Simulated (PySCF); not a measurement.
**Electronic structure of Zr(3+) (zirconium, charge +3) at the UHF level**

Configuration: [Kr] 4d1, 2D determinant. All numbers are calculated (PySCF 2.14, a scalar-relativistic core potential, in aug-cc-pVTZ-PP with ECP28MDF (6s6p5d3f2g, 88 functions)).

| Property | Result |
| --- | --- |
| Total energy | -44.840779 hartree |
| One-electron energy | -66.6566 hartree |
| Hartree (Coulomb) energy | 26.5253 hartree |
| Exchange energy | -4.7094 hartree |
| ⟨S²⟩ | 0.7527 |
| ⟨L²⟩ | 6.031 |
| Sum of ⟨r⟩ | 12.53 bohr |
| Sum of ⟨r²⟩ | 19.83 bohr² |
| Traceless quadrupole moment −½Σ⟨3z² − r²⟩ along its main axis | 1.07 e·bohr² |

| shell | electrons | mean orbital energy (eV) | spread (eV) | rms radius, mean of both spins (bohr) |
| --- | --- | --- | --- | --- |
| 4s α | 1 | -95.566 | 0 | 1.30 |
| 4s β | 1 | -94.274 | 0 | 1.30 |
| 4p α | 3 | -68.011 | 1.014 | 1.44 |
| 4p β | 3 | -66.242 | 1.452 | 1.44 |
| 4d α | 1 | -33.941 | 0 | 1.99 |

Energies and moments cover only the electrons outside the core potential.
